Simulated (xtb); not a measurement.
H7Si3, doublet, geometry from GFN2-xTB; GFN2-xTB run with xtb 6.7.1.

The xtb input:
```
$ xtb mol.xyz --gfn 2 --chrg 0 --uhf 1 --json

# file mol.xyz
10

Si     2.02088952     0.17751266     0.33678020
Si     0.00895163    -0.01380931    -0.74836045
Si    -2.03137921    -0.12663037     0.29392064
H      2.59470803    -1.03942363     0.93106056
H      1.85735176     1.12183980     1.44808210
H      3.06554075     0.71511658    -0.54263960
H      0.09330738    -0.98023316    -1.86598983
H     -2.42951048    -1.41651635     0.87792099
H     -3.12583804     0.25042265    -0.60812385
H     -2.03402651     0.82977240     1.40692423
```

Question: What does xtb print? Leave out banner, timings and long lists.

Answer: 
```
   ID    Z sym.   atoms
    1   14 Si     1-3
    2    1 H      4-10

           -------------------------------------------------
          |                Calculation Setup                |
           -------------------------------------------------

           -------------------------------------------------
          |                 G F N 2 - x T B                 |
           -------------------------------------------------

          ...................................................
          :                      SETUP                      :
          :.................................................:
          :  # basis functions                  37          :
          :  # atomic orbitals                  34          :
          :  # shells                           16          :
          :  # electrons                        19          :
          :  max. iterations                   250          :
          :  Hamiltonian                  GFN2-xTB          :
          :  restarted?                      false          :
          :  GBSA solvation                  false          :
          :  PC potential                    false          :
          :  electronic temp.          300.0000000     K    :
          :  accuracy                    1.0000000          :
          :  -> integral cutoff          0.2500000E+02      :
          :  -> integral neglect         0.1000000E-07      :
          :  -> SCF convergence          0.1000000E-05 Eh   :
          :  -> wf. convergence          0.1000000E-03 e    :
          :  Broyden damping             0.4000000          :
          :  net charge                          0          :
          :  unpaired electrons                  1          :
          ...................................................

 iter      E             dE          RMSdq      gap      omega  full diag
   1     -8.6586858 -0.865869E+01  0.578E+00    2.42       0.0  T
   2     -8.7550704 -0.963846E-01  0.337E+00    2.00       1.0  T
   3     -8.7568254 -0.175495E-02  0.192E+00    2.25       1.0  T
   4     -8.7603978 -0.357241E-02  0.948E-01    2.09       1.0  T
   5     -8.7607696 -0.371861E-03  0.250E-01    2.12       1.0  T
   6     -8.7607668  0.289323E-05  0.893E-02    2.11       1.0  T
   7     -8.7607762 -0.942517E-05  0.465E-02    2.12       1.0  T
   8     -8.7607817 -0.552067E-05  0.824E-03    2.12       3.8  T
   9     -8.7607819 -0.192833E-06  0.430E-03    2.12       7.3  T
  10     -8.7607819 -0.373251E-07  0.994E-04    2.12      31.8  T
  11     -8.7607819 -0.267825E-09  0.521E-04    2.12      60.6  T

   *** convergence criteria satisfied after 11 iterations ***

         :::::::::::::::::::::::::::::::::::::::::::::::::::::
         ::                     SUMMARY                     ::
         :::::::::::::::::::::::::::::::::::::::::::::::::::::
         :: total energy              -8.683146634606 Eh    ::
         :: gradient norm              0.000182559078 Eh/a0 ::
         :: HOMO-LUMO gap              2.116696010975 eV    ::
         ::.................................................::
         :: SCC energy                -8.760776236546 Eh    ::
         :: -> isotropic ES            0.018250879173 Eh    ::
         :: -> anisotropic ES          0.000459964177 Eh    ::
         :: -> anisotropic XC          0.005545335494 Eh    ::
         :: -> dispersion             -0.007227454580 Eh    ::
         :: repulsion energy           0.077629601940 Eh    ::
         :: add. restraining           0.000000000000 Eh    ::
         :: total charge              -0.000000000000 e     ::
         :::::::::::::::::::::::::::::::::::::::::::::::::::::

           -------------------------------------------------
          |                Property Printout                |
           -------------------------------------------------

    * Orbital Energies and Occupations

         #    Occupation            Energy/Eh            Energy/eV
[...]
         8        2.0000           -0.3936688             -10.7123
         9        2.0000           -0.3569688              -9.7136
        10        1.0000           -0.2857546              -7.7758 (HOMO)
        11                         -0.2079675              -5.6591 (LUMO)
        12                         -0.1882773              -5.1233
        13                         -0.1840126              -5.0072
        14                         -0.1816000              -4.9416
        15                         -0.1607248              -4.3735
        16                         -0.1482069              -4.0329
        17                         -0.1357547              -3.6941
        18                         -0.1117855              -3.0418
        19                         -0.0888095              -2.4166
        20                         -0.0867645              -2.3610
        21                         -0.0757232              -2.0605
       ...                                ...                  ...
        34                          1.0106020              27.4999
      -------------------------------------------------------------
                  HL-Gap            0.0777871 Eh            2.1167 eV
             Fermi-level           -0.2841114 Eh           -7.7311 eV

     #   Z          covCN         q      C6AA      α(0)
     1  14 Si       3.699     0.351   100.938    19.242
     2  14 Si       2.810     0.208   187.587    30.065
     3  14 Si       3.699     0.351   100.938    19.242
     4   1 H        0.916    -0.122     6.388     3.953
     5   1 H        0.917    -0.146     7.513     4.287
     6   1 H        0.917    -0.126     6.562     4.007
     7   1 H        0.913    -0.121     6.367     3.947
     8   1 H        0.916    -0.122     6.388     3.953
     9   1 H        0.917    -0.126     6.562     4.007
    10   1 H        0.917    -0.146     7.513     4.287

 Mol. C6AA /au·bohr⁶  :       2662.599353
 Mol. C8AA /au·bohr⁸  :     120541.618296
 Mol. α(0) /au        :         96.988510

Wiberg/Mayer (AO) data.
largest (>0.10) Wiberg bond orders for each atom

 ---------------------------------------------------------------------------
     #   Z sym  total        # sym  WBO       # sym  WBO       # sym  WBO
 ---------------------------------------------------------------------------
     1  14 Si   3.803 --     2 Si   0.993     6 H    0.892     5 H    0.892
                             4 H    0.891
     2  14 Si   3.074 --     1 Si   0.993     3 Si   0.993     7 H    0.895
     3  14 Si   3.803 --     2 Si   0.993     9 H    0.892    10 H    0.892
                             8 H    0.891
     4   1 H    0.985 --     1 Si   0.891
     5   1 H    0.979 --     1 Si   0.892
     6   1 H    0.984 --     1 Si   0.892
     7   1 H    0.985 --     2 Si   0.895
     8   1 H    0.985 --     3 Si   0.891
     9   1 H    0.984 --     3 Si   0.892
    10   1 H    0.979 --     3 Si   0.892
 ---------------------------------------------------------------------------

Topologies differ in total number of bonds
Writing topology from bond orders to xtbtopo.mol

molecular dipole:
                 x           y           z       tot (Debye)
 q only:        0.000       0.047      -0.382
   full:        0.011      -0.128      -0.099       0.412
molecular quadrupole (traceless):
                xx          xy          yy          xz          yz          zz
 q only:       -4.316      -0.530       2.915       0.053      -1.518       1.402
  q+dip:       -2.721      -0.372       2.330       0.029      -0.825       0.391
   full:       -4.118      -0.543       3.173      -0.002      -0.690       0.945

           -------------------------------------------------
          | TOTAL ENERGY               -8.683146634606 Eh   |
          | GRADIENT NORM               0.000182559078 Eh/α |
          | HOMO-LUMO GAP               2.116696010975 eV   |
           -------------------------------------------------

normal termination of xtb
```
